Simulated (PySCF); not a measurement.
BiH₇OSi₂, SMILES [SiH3][Bi]([OH])[SiH3].

Geometry: PBE0-D3(BJ)/def2-SVP. The structure was generated by enumeration; whether it is a known compound was not checked. The def2 effective core potentials stand for the cores of Bi; spin–orbit coupling is left out. One conformer was computed; it need not be the lowest.

The numbers are results of PBE/def2-TZVP run with PySCF, not measurements.

Symmetry labels are those of the subgroup Cs that the program uses (full group Cs).

Question: List the valence orbital energies around the gap with their symmetry. (The exact figures need the calculation; the answer reports its results.)

Answer: 
```csv
orbital,symmetry,energy (eV)
HOMO−7,A',-8.89
HOMO−6,A',-8.75
HOMO−5,A",-8.56
HOMO−4,A",-8.47
HOMO−3,A',-7.63
HOMO−2,A",-7.41
HOMO−1,A',-6.34
HOMO,A",-6.03
LUMO,A',-2.44
LUMO+1,A",-1.36
LUMO+2,A',-1.36
LUMO+3,A',-0.59
```
